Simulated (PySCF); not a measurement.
These compounds are isomers of formula C$_{6}$H$_{5}$FSi.

A. `C1=C(C#C)[SiH2]C(F)=C1`
B. SMILES FC1=C[SiH2]C=C1C#C
C. SMILES C1(F)=C[SiH2]C(C#C)=C1
D. `C1=C(F)[Si@H](C#C)C=C1`

Spectrum 1. $^{1}$H NMR (400 MHz, computed): δ 6.83 (m, 1H), 5.17 (m, 1H), 4.64 (m, 2H), 3.08 (s, 1H). $^{13}$C{$^{1}$H} NMR (computed): δ 178.1 (C), 146.5 (CH), 143.8 (C), 99.7 (CH), 95.1 (CH), 82.5 (C).

Spectrum 2. $^{1}$H NMR (400 MHz, computed): δ 7.31 (m, 1H), 6.55 (m, 1H), 4.59 (m, 2H), 3.14 (s, 1H). $^{13}$C{$^{1}$H} NMR (computed): δ 186.1 (C), 161.7 (CH), 132.2 (CH), 117.4 (C), 93.6 (CH), 87.6 (C).

Spectrum 3. $^{1}$H NMR (400 MHz, computed): δ 7.06 (m, 1H), 6.40 (m, 1H), 5.53 (m, 1H), 4.87 (m, 1H), 1.97 (d, 1H). $^{13}$C{$^{1}$H} NMR (computed): δ 187.8 (C), 155.3 (CH), 130.6 (CH), 122.1 (CH), 105.5 (CH), 82.1 (C).

Spectrum 4. $^{1}$H NMR (400 MHz, computed): δ 7.18 (m, 1H), 4.97 (m, 1H), 4.69 (m, 2H), 3.62 (s, 1H). $^{13}$C{$^{1}$H} NMR (computed): δ 181.7 (C), 156.7 (CH), 135.3 (C), 101.0 (CH), 99.1 (CH), 87.0 (C).

PySCF 2.14 calculation with structure optimised with GFN2-xTB and shieldings: GIAO PBE0/pcSseg-1; averaged over atoms made equivalent by symmetry, fast rotation or ring inversion, non-relativistic Hamiltonian, in vacuum, a single conformation.

References, each an isolated molecule treated in the same way: TMS for $^{1}$H and $^{13}$C. Splittings of carbon signals by F and P are missing where no couplings were computed. Where no couplings were computed, multiplicities follow the n + 1 count of equivalent neighbours, and m marks all less simple cases (inequivalent or close neighbours, rings, F or P nearby). Shifts are as computed. Against solution values, carbons near 30 ppm lie about +3 ppm off and those near 130 ppm about +5 ppm. Of 1211 compounds with measured shifts, 218 miss one by over three times the rms of a fit or turn the order of signals round; such compounds aren't used in these exercises.

Question: Which spectrum belongs to which compound?

Answer: 1–B, 2–A, 3–D, 4–C.

- Spectrum 1 (B): 6 $^{13}$C signals; δC 146.5 is an alkene CH; δC 143.8 is a fully substituted alkene carbon.
- Spectrum 2 (A): 6 $^{13}$C signals; δC 161.7 is an alkene CH; δC 132.2 is an alkene CH.
- Spectrum 3 (D): 6 $^{13}$C signals; δC 155.3 is an alkene CH; δC 130.6 is an alkene CH.
- Spectrum 4 (C): 6 $^{13}$C signals; δC 156.7 is an alkene CH; δC 135.3 is a fully substituted alkene carbon.
